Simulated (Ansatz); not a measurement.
`CO[SiH2][SiH2]O` + H₂ → `CO[SiH2][SiH3]` + H₂O  (hydrogenolysis of the Si–O bond)

Program: Ansatz. Geometries: PBE0-D4/def2-TZVP. ΔE: electronic, gas phase. CCSD(T)/CBS adds triple-zeta CCSD(T) − MP2 to the extrapolated MP2 energy (def2 sets, frozen cores). This one scheme is used for every species. One conformer a species, not always the lowest.

```tsv
species	MP2/CBS(def2) energy (Eh)
`CO[SiH2][SiH2]O`	-771.34684
H₂	-1.16771
`CO[SiH2][SiH3]`	-696.12617
H₂O	-76.36589
```

Problem. Work out ΔE.

Solution. ΔE = (-696.12617) + (-76.36589) − (-771.34684) − (-1.16771) = 0.02249 Eh = +59.0 kJ/mol. CCSD(T)/CBS gives +52.4 kJ/mol.

Largest T1 diagnostic among the species: 0.012.

The D4 term adds +4.1 kJ/mol with B3LYP and +2.3 kJ/mol with PBE0; it sums over pairs of atoms, weighted by their polarisabilities, and B3LYP, whose exchange is more repulsive, gets the larger term.

B3LYP here is the variant with VWN-RPA as its local correlation; programs differ in this.
